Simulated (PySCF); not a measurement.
Compound: C7H5NO2.
Z-matrix (Å and degrees, GFN2-xTB geometry), rows numbered from 1:
```
C 
N   1  1.2617
C   2  1.3735  1  120.67
C   3  1.3777  2  124.06  1   179.94
O   4  1.3505  3  113.31  2  -179.95
C   5  1.3482  4  105.59  3     0.01
C   6  1.4132  5  141.95  4  -179.98
C   7  1.3651  6  104.12  5   179.96
O   8  1.3562  7  112.99  6    -0.01
C   9  1.3455  8  105.60  7     0.02
H   1  1.0924  2  124.76  3     0.13
H   1  1.0794  2  117.74  3  -179.92
H   4  1.0714  3  129.33  2     0.09
H   7  1.0690  6  128.63  5    -0.04
H   8  1.0716  7  130.57  6  -179.95
```

Level of theory: PBE0/def2-SVPD in PySCF (dipole) on a GFN2-xTB geometry, gas phase.

Masses are those of the commonest isotopes; rigid-rotor values at the optimised geometry. The values belong to one conformer with, in the numbering `[CH2:1]=[N:2][c:3]1[cH:4][o:5][c:6]2[cH:7][cH:8][o:9][c:10]12`, C1–N2–C3–C4 180°.

**Question.** What are A, B and C (MHz)?

**Answer.** Ia = 198.95, Ib = 372.93, Ic = 571.88 u·Å²; 505379 MHz·u·Å²/I gives A = 2540, B = 1355, C = 883.7 MHz.

**Question.** What kind of rotor is it?

**Answer.** An asymmetric top; Ray's κ = -0.431.

**Question.** Is it planar, by Δ = Ic − Ia − Ib?

**Answer.** Planar: Δ = Ic − Ia − Ib = 0.00 u·Å². For a rigid frame Δ = −2 Σ m c², so it vanishes when all atoms lie in the ab plane; here none is more than 0.01 Å from it.

**Question.** List the rotational levels J(Ka,Kc) to J = 3 (K).

**Answer.** Above 0(0,0), as E/k:
J = 1: 1(0,1) 0.107, 1(1,1) 0.164, 1(1,0) 0.187
J = 2: 2(0,2) 0.317, 2(1,2) 0.357, 2(1,1) 0.424, 2(2,1) 0.595, 2(2,0) 0.601
J = 3: 3(0,3) 0.619, 3(1,3) 0.642, 3(1,2) 0.777, 3(2,2) 0.917, 3(2,1) 0.943, 3(3,1) 1.262, 3(3,0) 1.262
Those of J = 1 are B + C, A + C and A + B.

**Question.** Predict some low-J microwave lines.

**Answer.** The dipole components are |μa| = 1.27 D, |μb| = 1.13 D, |μc| = 0.00 D; the mirror of this Cs structure is the ab plane, so μc vanishes by symmetry and there are no c-type lines. Intensities carry the squares of the components, which stand as 1.00 : 0.79 (a : b). Some lines, for components of 0.1 D or more:

```
type  branch         J(Ka,Kc)    MHz  lower level (cm⁻¹)
   a       R  1(0,1) ← 0(0,0)   2239               0.000
   b       R  4(2,2) ← 3(3,1)   3114               0.877
   b       Q  3(2,1) ← 3(1,2)   3467               0.540
   b       Q  4(2,2) ← 4(1,3)   3606               0.860
   b       Q  2(2,0) ← 2(1,1)   3670               0.295
   b       Q  5(2,3) ← 5(1,4)   4242               1.250
   a       Q  4(1,3) ← 4(1,4)   4592               0.707
   b       Q  3(2,2) ← 3(1,3)   5742               0.446
   b       Q  4(3,1) ← 4(2,2)   6150               0.981
   a       R  3(0,3) ← 2(0,2)   6296               0.220
   b       R  5(2,3) ← 4(3,2)   6296               1.182
   b       Q  4(2,3) ← 4(1,4)   6779               0.707
   b       Q  3(3,1) ← 3(2,2)   7169               0.638
   a       R  3(1,2) ← 2(1,1)   7341               0.295
   b       Q  4(3,2) ← 4(2,3)   7445               0.933
   b       Q  5(2,4) ← 5(1,5)   8058               1.030
   a       R  4(3,1) ← 3(3,0)   9246               0.877
   b       Q  5(4,1) ← 5(3,2)   9363               1.578
   b       R  5(0,5) ← 4(1,4)   9559               0.707
   a       R  5(3,2) ← 4(3,1)  11770               1.186
   b       R  4(2,3) ← 3(1,2)  11796               0.540
   b       R  3(2,1) ← 2(1,2)  12222               0.248
   b       R  5(2,4) ← 4(1,3)  13128               0.860
   b       R  3(3,0) ← 2(2,1)  13904               0.414
   b       R  4(3,1) ← 3(2,2)  16433               0.638
```

**Question.** Estimate the classical rotational partition function at 100 K, 200 K and 298.15 K.

**Answer.** Point group Cs, symmetry number σ = 1; q = (√π/σ)·√((kT/h)³/(ABC)), k/h = 20836.6 MHz/K: 96700 at 100 K, 273000 at 200 K, 498000 at 298.15 K.

No frequency check. Constants of a rigid frame at the computed geometry: no zero-point averaging, no centrifugal distortion. Quadrupole hyperfine structure (14N) is left out.
